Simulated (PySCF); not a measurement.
H6O4SiTi, SMILES [OH][Ti]1([OH])([OH])[O][SiH3]->1, multiplicity 1. Atoms are numbered in the order given.

```xyz
12

Si    -2.6516    -0.4456    -0.1024
O     -1.0210    -0.1669    -0.0299
Ti     0.7564     0.1275     0.0298
O      1.6343    -1.4327    -0.0325
O      1.1821     0.9789     1.5474
O      1.2547     1.1344    -1.3654
H     -3.3989     0.7024     0.4904
H     -2.9984    -1.6841     0.6552
H     -3.0845    -0.6162    -1.5208
H      2.1927    -1.8606     0.6276
H      1.5460     1.8618     1.6841
H      1.8239     0.9220    -2.1149
```

The structure is a stationary point at B3LYP-D3(BJ)/def2-SVP. The multiplicity is an assumed one; other spin states were not compared. The values are those of a single conformer.

Computed with PBE0/def2-TZVP (PySCF).

The molecule is in vacuum.

```json
{
  "total_energy": "-1443.22319 hartree",
  "highest_occupied_level": "-8.50 eV",
  "lowest_empty_level": "-1.26 eV",
  "orbital_gap": "7.24 eV",
  "dipole_moment": "2.22 D",
  "quadrupole, principal values (traceless, Buckingham form, about the centre of nuclear charge)": "-1.79, -1.76, 3.55 D·Å",
  "mean_static_polarisability": "75.8 bohr³ (11.23 Å³)",
  "polarisability_principal_values": "69.6, 69.6, 88.1 bohr³"
}
```
